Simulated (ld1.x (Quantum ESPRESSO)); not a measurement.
# La TM: all-electron and pseudo phase curves

```json
{
 "Element": "lanthanum",
 "Generator": "ld1.x (Quantum ESPRESSO) 7.5",
 "Type": "norm-conserving Troullier–Martins (Kleinman–Bylander form)",
 "Functional": "PBEsol",
 "Relativity": "fully relativistic",
 "Frozen core": "[Kr] 4d10",
 "Valence charge": "11",
 "Reference configuration": "4f0 5s2 5p6 5d1 6s2 6p0",
 "Partial waves": "5s (bound): rc 2.40 bohr; 5p (bound): rc 2.60 bohr; 5d (bound): rc 2.55 bohr; 4f (bound, empty): rc 1.10 bohr",
 "Local potential": "all-electron potential smoothed inside 2.15 bohr (lloc = -1)",
 "Core correction": "none"
}
```

Open shells are filled in proportion to 2j + 1 (rel_dist='average').

Occupied shells without a wave of their own: 6s. They enter only through the test configuration that unscreens the potential.

The phase is arctan(r·u′/u) with u = r·R(r), unwrapped; energies in Ry, scanned from -5 to 5 Ry. A pole is an energy at which the radial function vanishes at the test radius. The pseudo phase is shifted by a multiple of π to meet the all-electron one at the reference energy, and phase errors are pseudo minus all-electron; the curves can meet again beyond the range given. Levels narrower than the energy grid can be missing from the lists of poles.

Task: For each channel, where are the poles, and over which energies does the pseudopotential scatter like the atom?

Result:

```json
{"channel": "s", "radius (bohr)": "2.86", "reference energy (Ry)": "-2.86", "poles, all-electron": "-2.70, 3.68", "poles, pseudo": "-2.70, 1.08", "unbroken range about the reference energy with phases within 0.05 rad": "below -0.7", "phase error 1 Ry above the reference energy (rad)": "-0.004"}
{"channel": "p1/2", "radius (bohr)": "2.86", "reference energy (Ry)": "-1.77", "poles, all-electron": "-1.47, 4.78", "poles, pseudo": "-1.47, 3.60", "unbroken range about the reference energy with phases within 0.05 rad": "below 0.5", "phase error 1 Ry above the reference energy (rad)": "-0.004"}
{"channel": "p3/2", "radius (bohr)": "2.86", "reference energy (Ry)": "-1.59", "poles, all-electron": "-1.22", "poles, pseudo": "-1.22, 3.65", "unbroken range about the reference energy with phases within 0.05 rad": "below 0.6", "phase error 1 Ry above the reference energy (rad)": "-0.004"}
{"channel": "d3/2", "radius (bohr)": "2.86", "reference energy (Ry)": "-0.24", "poles, all-electron": "0.84", "poles, pseudo": "0.82", "unbroken range about the reference energy with phases within 0.05 rad": "below 2.5", "phase error 1 Ry above the reference energy (rad)": "-0.003"}
{"channel": "d5/2", "radius (bohr)": "2.86", "reference energy (Ry)": "-0.22", "poles, all-electron": "0.89", "poles, pseudo": "0.87", "unbroken range about the reference energy with phases within 0.05 rad": "below 2.5", "phase error 1 Ry above the reference energy (rad)": "-0.004"}
{"channel": "f5/2", "radius (bohr)": "2.86", "reference energy (Ry)": "-0.33", "poles, all-electron": "-0.25, 3.66", "poles, pseudo": "-0.25, 4.06", "unbroken range about the reference energy with phases within 0.05 rad": "below 1.1", "phase error 1 Ry above the reference energy (rad)": "+0.016"}
{"channel": "f7/2", "radius (bohr)": "2.86", "reference energy (Ry)": "-0.31", "poles, all-electron": "-0.23, 3.68", "poles, pseudo": "-0.23, 4.07", "unbroken range about the reference energy with phases within 0.05 rad": "below 1.1", "phase error 1 Ry above the reference energy (rad)": "+0.016"}
```

A Bessel basis up to 400 Ry misses an occupied level by 0.04 Ry, so cutoffs and ghosts were not judged. The potential misses its own reference levels by up to 0.5 eV.

Phases in the d3/2 channel:

```
E (Ry)  all-electron  pseudo
 -5.00         1.407   1.407
 -4.74         1.402   1.402
 -4.48         1.396   1.396
 -4.22         1.390   1.390
 -3.96         1.383   1.383
 -3.70         1.376   1.375
 -3.44         1.367   1.367
 -3.18         1.357   1.357
 -2.92         1.345   1.345
 -2.66         1.331   1.331
 -2.40         1.314   1.314
 -2.14         1.293   1.293
 -1.88         1.266   1.265
 -1.62         1.229   1.228
 -1.36         1.175   1.174
 -1.10         1.089   1.088
 -0.84         0.929   0.928
 -0.58         0.559   0.557
 -0.32        -0.310  -0.311
 -0.06        -1.038  -1.038
  0.20        -1.326  -1.327
  0.46        -1.462  -1.465
  0.72        -1.543  -1.546
  0.98        -1.600  -1.605
  1.24        -1.645  -1.652
  1.50        -1.686  -1.695
  1.76        -1.726  -1.740
  2.02        -1.769  -1.790
  2.28        -1.821  -1.855
  2.54        -1.887  -1.947
  2.80        -1.984  -2.100
  3.06        -2.140  -2.404
  3.32        -2.432  -3.049
  3.58        -2.994  -3.800
  3.84        -3.676  -4.189
  4.10        -4.087  -4.373
  4.36        -4.294  -4.476
  4.62        -4.411  -4.542
  4.88        -4.486  -4.588
```
